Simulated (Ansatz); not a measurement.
Reactions of `CC[Se][SiH2]C`.

Computed with Ansatz on PBE0-D4/def2-TZVP structures; ΔE is electronic, products minus reactants. CCSD(T)/CBS is the MP2 limit (def2-TZVPP, def2-QZVPP) plus CCSD(T) − MP2 in def2-TZVPP, frozen cores. This one scheme is used for every species. Functionals use def2-TZVPP. For Ga, Se outer-core shells are correlated without core-valence functions, which leaves a few kJ/mol of doubt a bond. Scalar relativity is left out up to krypton. One conformer a species, not always the lowest.

```json
{"reaction": "`CC[Se][SiH2]C` + `C=C` → `C=C[Se]CC` + `C[SiH3]`", "ωB97M-V (eV)": "0.95", "B2PLYP (eV)": "0.91", "ωB97X-V (eV)": "0.93"}
{"reaction": "`CC[Se][SiH2]C` + `C=CS[SiH3]` → `C=C[Se]CC` + `C[SiH2]S[SiH3]`", "ωB97M-V (eV)": "-0.17", "B2PLYP (eV)": "-0.16", "ωB97X-V (eV)": "-0.16"}
{"reaction": "`CC[Se][SiH2]C` + `[SH][GaH2]` → `C[SiH2][S][GaH2]` + `CC[SeH]`", "ωB97M-V (eV)": "-0.02", "B2PLYP (eV)": "-0.02", "ωB97X-V (eV)": "-0.02"}
{"reaction": "`CC[Se][SiH2]C` + BH₃ → `B[Se]CC` + `C[SiH3]`", "ωB97M-V (eV)": "-0.43", "B2PLYP (eV)": "-0.50", "ωB97X-V (eV)": "-0.43"}
{"reaction": "`CC[Se][SiH2]C` + `C=N` → `CC[Se]C=N` + `C[SiH3]`", "ωB97M-V (eV)": "0.78", "B2PLYP (eV)": "0.69", "ωB97X-V (eV)": "0.76"}
{"reaction": "`CC[Se][SiH2]C` + `C[SeH]` → `C[SiH2][Se][Se]C` + `CC`", "ωB97M-V (eV)": "-0.69", "B2PLYP (eV)": "-0.70", "ωB97X-V (eV)": "-0.66"}
{"reaction": "`CC[Se][SiH2]C` → `CC[SeH]` + `C[SiH]`", "ωB97M-V (eV)": "3.02", "B2PLYP (eV)": "2.99", "ωB97X-V (eV)": "3.17"}
{"reaction": "`CC[Se][SiH2]C` + `[SH][Ga]([Cl])[Cl]` → `C[S][Ga]([Cl])[Cl]` + `CC[Se][SiH3]`", "ωB97M-V (eV)": "0.63", "B2PLYP (eV)": "0.60", "ωB97X-V (eV)": "0.60"}
{"reaction": "`CC[Se][SiH2]C` + `C=O` → `C[SiH2][Se]C=O` + `CC`", "ωB97M-V (eV)": "-0.47", "B2PLYP (eV)": "-0.56", "ωB97X-V (eV)": "-0.46"}
{"reaction": "`CC[Se][SiH2]C` + `C[SiH](S)Cl` → `C[SiH2]S[SiH](C)Cl` + `CC[SeH]`", "ωB97M-V (eV)": "-0.10", "B2PLYP (eV)": "-0.06", "ωB97X-V (eV)": "-0.09"}
```

**Question.** Give the CCSD(T)/CBS values in the same order. (An estimate is asked.)

**Answer.** Computed: 0.97, -0.16, -0.02, -0.44, 0.80, -0.68, 3.11, 0.61, -0.44, -0.07 eV.

Largest T1 diagnostic: 0.015, for `C=O`.
